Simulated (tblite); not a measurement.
A tight-binding relaxation on `CC/C(C#N)=N\[SiH2]C=O`.

Computed with GFN2-xTB geometry optimisation, gas phase (tblite 0.8.0). Start geometry: from a force field or distance geometry. The input is one job of a driver script: a line of settings, then coordinates in Å.

Command:
```bash
OMP_NUM_THREADS=1 python probes_run.py task.json out
```

Input:
```
{"job": {"kind": "relax", "xc": "GFN2-xTB", "basis": "xTB"}, "charge": 0, "multiplicity": 1}
C     -2.063900    -1.099300    -0.063200
C     -1.196400     0.030700    -0.604400
C     -0.617400     0.869400     0.494900
C     -1.491100     1.602100     1.393000
N     -2.176800     2.189100     2.138600
N      0.670800     0.952100     0.605500
Si     1.753100     0.059600    -0.525800
C      3.415300    -0.010700     0.331100
O      3.536700    -0.916900     1.156700
H     -3.148700    -0.816200    -0.110300
H     -1.829900    -1.314200     0.996800
H     -1.977500    -2.025600    -0.686900
H     -0.459400    -0.382200    -1.275900
H     -1.877700     0.686800    -1.156400
H      1.288400    -1.301200    -0.779200
H      1.965600     0.820200    -1.747900
H      4.201800     0.668500     0.122600
```

Output:
```
step      E/eV     max force
  0    -715.92568    3.151
  1    -715.94628    8.400
  2    -716.17034    2.889
  3    -716.21653    2.686
  4    -716.29710    0.670
  5    -716.34613    0.728
  6    -716.38537    1.132
  7    -716.40937    0.616
  8    -716.42244    0.332
  9    -716.44083    0.452
... (161 lines left out)
171    -716.85223    0.014
172    -716.85225    0.012
173    -716.85227    0.012
174    -716.85230    0.012
175    -716.85235    0.016
176    -716.85239    0.015
177    -716.85243    0.014
178    -716.85246    0.025
179    -716.85248    0.010
180    -716.85250    0.010
```

«max force» is the largest atomic force in eV/Å.

From which step on does the largest force stay under 0.1 eV/Å, and how much energy is left to gain from there?

From step 151 (0.018 eV/Å), 1.5 meV above the end.

Main results: energy lowered by 21.4 kcal/mol over 180 steps; largest atomic force 0.010 eV/Å at the end.

Hardware: an Intel Xeon at 2.50 GHz with one thread, shared host with 64 logical CPUs at a one-minute load of 63. Cost: 5.0 s of wall time.
Labels such as C1 count atoms from 1, the log's own numbers from 0.
